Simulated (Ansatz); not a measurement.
Reaction (formal exchange of groups at a C–O bond): `C[O][SnH]([NH2])[F]` + `C#CC=C` → `C#CC(=C)C` + `[NH2][SnH]([OH])[F]`

Computed with Ansatz on PBE0-D4/def2-TZVP structures; ΔE is electronic, products minus reactants. CCSD(T)/CBS is the MP2 limit (def2-TZVPP, def2-QZVPP) plus CCSD(T) − MP2 in def2-TZVPP, frozen cores. Functionals use def2-TZVPP. Elements past krypton have def2 core potentials. For Sn outer-core shells are correlated without core-valence functions, which leaves a few kJ/mol of doubt a bond. Each species was taken in one conformer, which may not be the lowest.

Problem. Is it downhill or uphill in electronic energy at CCSD(T)/CBS, and by how much? (Best estimate.)

Solution. Computed: Downhill: ΔE = -74.7 kJ/mol.

Problem. What do these levels give: LDA (SPW92), PBE-D4, revPBE-D4, r2SCAN0-D4, ωB97X-V, r2SCAN0, CAM-B3LYP, LC-ωPBE, RPA@PBE/def2-TZVPP, CCSD/def2-SVP, SCS-MP2/def2-TZVPP, CCSD(T)/def2-TZVPP? (An estimate is asked.)

Solution. The calculation gave: LDA (SPW92) -78.1, PBE-D4 -71.9, revPBE-D4 -72.7, r2SCAN0-D4 -75.8, ωB97X-V -70.9, r2SCAN0 -75.7, CAM-B3LYP -69.5, LC-ωPBE -76.0, RPA@PBE/def2-TZVPP -67.2, CCSD/def2-SVP -62.3, SCS-MP2/def2-TZVPP -75.5, CCSD(T)/def2-TZVPP -73.5 kJ/mol.

Largest T1 diagnostic among the species: 0.014.

In def2-TZVPP, CCSD(T) changes the Hartree–Fock value by −8.4 kJ/mol (the triples alone add −0.4 kJ/mol) and MP2 by −16.7 kJ/mol. From BLYP to BHLYP (50 % exact exchange), in def2-TZVPP and without D4, ΔE moves by −6.0 kJ/mol.
